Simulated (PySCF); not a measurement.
CH₇FOSi₂, SMILES CO[Si@@H](F)[SiH3]. Heavy atoms are numbered as in [CH3:1][O:2][Si@@H:3]([F:4])[SiH3:5]. Hydrogens are named by the atom that carries them.

The structure is a stationary point at B3LYP-D3(BJ)/def2-SVP. The structure was generated by enumeration; whether it is a known compound was not checked. The values are those of a single conformer.

Method: PySCF with B3LYP/def2-TZVP.

Atomic charges (e), one atom of each kind:

```json
[
 {"atom": "C1 (CH3)", "meta-Löwdin": "-0.10", "Mulliken": "-0.17"},
 {"atom": "O2", "meta-Löwdin": "-0.61", "Mulliken": "-0.36"},
 {"atom": "Si3 (SiH)", "meta-Löwdin": "1.05", "Mulliken": "?"},
 {"atom": "F4", "meta-Löwdin": "-0.52", "Mulliken": "?"},
 {"atom": "Si5 (SiH3)", "meta-Löwdin": "0.21", "Mulliken": "?"},
 {"atom": "H on C1", "meta-Löwdin": "0.10", "Mulliken": "0.11"},
 {"atom": "H on Si3", "meta-Löwdin": "-0.14", "Mulliken": "?"},
 {"atom": "H on Si5", "meta-Löwdin": "-0.07", "Mulliken": "-0.03"}
]
```

**Question.** Fill in the missing entries. (The exact figures need the calculation; the answer reports its results.)

**Answer.** 
- Si3 (SiH), Mulliken: 0.63
- F4, Mulliken: -0.34
- Si5 (SiH3), Mulliken: 0.09
- H on Si3, Mulliken: -0.09

**Question.** Give the Mayer and Wiberg (Löwdin basis) orders of the bonds. (An estimate is asked for; the answer gives what the named calculation found.)

**Answer.** 
```json
[
 {"bond": "C1–O2", "Mayer": "0.94", "Wiberg": "1.51"},
 {"bond": "O2–Si3", "Mayer": "1.17", "Wiberg": "1.58"},
 {"bond": "Si3–F4", "Mayer": "1.05", "Wiberg": "1.67"},
 {"bond": "Si3–Si5", "Mayer": "0.92", "Wiberg": "1.10"}
]
```
